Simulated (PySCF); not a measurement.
**Radial density of Sn⁺ (tin, charge +1)**

UHF, [Kr] 4d10 5s2 5p1, 2P determinant. Computed with PySCF 2.14 in def2-SVP with the def2 core potential (28 electrons), with scalar relativity through the core potential. This is the valence pseudo-density: the core potential removes the inner electrons and smooths the orbitals near the nucleus.

| r (bohr) | 4πr²ρ (e/bohr) | 4πr²(ρα − ρβ) |
| --- | --- | --- |
| 0.00826 | 2.274e-05 | 0.0000 |
| 0.0139 | 6.079e-05 | 0.0000 |
| 0.0234 | 0.0001477 | 0.0000 |
| 0.0393 | 0.0002938 | 0.0000 |
| 0.0661 | 0.0006073 | 0.0000 |
| 0.111 | 0.004123 | 0.0000 |
| 0.187 | 0.05413 | 0.0002 |
| 0.315 | 0.9667 | 0.0031 |
| 0.529 | 11.59 | 0.0418 |
| 0.890 | 21.86 | 0.0067 |
| 1.50 | 6.312 | 0.1258 |
| 2.52 | 1.593 | 0.4387 |
| 4.23 | 0.2325 | 0.1305 |
| 7.12 | 0.006639 | 0.0058 |

Energies and moments cover only the electrons outside the core potential.
